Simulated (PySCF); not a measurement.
# What a mistake does to a calculation on CH6NSi2 cation

These are calculations, not measurements. They come from PySCF 2.14.0, an open-source quantum chemistry program, on an isolated molecule that a program drew, which may never have been made. The molecule is CH6NSi2 cation (charge +1, singlet), drawn as the SMILES string `C=[SiH][SiH+]N`.

Each row is a Hartree-Fock (HF) and frozen-core CCSD(T) single point in the cc-pV(D+d)Z basis, meant for a local HF minimum. Run 1 is clean. Each other run has one planted mistake out of seven kinds, and not every kind appears here: one electron removed, one electron added, multiplicity raised by two, geometry at a saddle point, minimal basis STO-3G, one bond length entered in bohr, all coordinates scaled. The reference is restricted for singlets and unrestricted otherwise, and also for a bond in bohr. Adding or removing an electron swaps singlet and doublet. Electrons count all cores. HOMO and LUMO are orbital energies over both spins, the gradient is its largest component, and the lowest frequency (negative if imaginary) is given only where the gradient is small. Bond lengths are over the 9 bonds as drawn. T1 is the CCSD diagnostic: over 0.02 (restricted) or 0.045 (unrestricted) a single reference is doubtful.

Geometry of the clean run:
```xyz
10
CH6NSi2 cation, angstrom
C    -3.0680    2.2848   -0.8425
Si   -1.6995    1.7382   -1.6949
Si   -0.8878   -0.2870   -0.9282
N    -1.5891   -1.0914    0.3202
H    -3.5099    1.7322   -0.0216
H    -3.5678    3.2184   -1.0803
H    -0.9821    2.3473   -2.8124
H     0.2740   -0.9930   -1.4711
H    -2.3968   -0.7763    0.8288
H    -1.2461   -1.9733    0.6642
```

```
run  electrons  basis functions  <S^2>  HOMO (eV)  LUMO (eV)  gradient (hartree/bohr)  lowest frequency (cm^-1)  mean bond (Å)  longest bond (Å)      T1  HF (hartree)  CCSD(T) (hartree)               mistake
  1         46              104  0.000     -13.26      -4.62                  9.1e-06                        31         1.4182             2.313  0.0175    -673.40498         -673.96127              no fault
  2         46               34  0.000     -10.99      -0.97                  3.6e-02                         -         1.4182             2.313  0.0220    -665.61036         -665.88564  minimal basis STO-3G
  3         45              104  0.756     -21.81     -11.52                  4.4e-02                         -         1.4182             2.313  0.0198    -672.96314         -673.46665                     ?
  4         47              104  0.986      -6.19       2.37                  4.7e-02                         -         1.4182             2.313  0.0330    -673.60860         -674.16380                     ?
```

**Which mistake was planted in run 3, and what did it cost?**

It counts 45 electrons, one fewer than the clean run, at the same geometry and basis. So the mistake is: one electron removed. Subtracting run 1 and multiplying by 627.51 kcal/mol a hartree, the energy moved by 277.3 kcal/mol in HF and 310.4 kcal/mol in CCSD(T).

**Which mistake was planted in run 4, and what did it cost?**

It counts 47 electrons, one more than the clean run, at the same geometry and basis. So the mistake is: one electron added. Subtracting run 1 and multiplying by 627.51 kcal/mol a hartree, the energy moved by -127.8 kcal/mol in HF and -127.1 kcal/mol in CCSD(T).

Cautions from the logs. Run 2: T1 is over the limit, so its CCSD(T) energy is less reliable.
